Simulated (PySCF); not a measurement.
Vertical excitations of a molecule C3H8Si from TDDFT-LC-ωPBE/def2-SVPD (PySCF 2.14.0), as energy in eV (oscillator strength): 7.53 (0.022), 8.16 (0.076), 8.17 (0.040), 8.41 (0.026), 8.46 (0.004), 8.67 (0.017), 8.90 (0.001), 8.92 (0.127), 9.15 (0.060), 9.28 (0.070). Lowest triplet (TDA): 7.02 eV. Coordinates come from a B3LYP-D3(BJ)/def2-SVP optimisation. The values are those of a single conformer.

Identify the compound among the candidates.
(A) [SiH3]C1CC1
(B) C1C[SiH2]C1
(C) C=C[SiH2]C
(D) C/C=C\[SiH3]

B, C1C[SiH2]C1
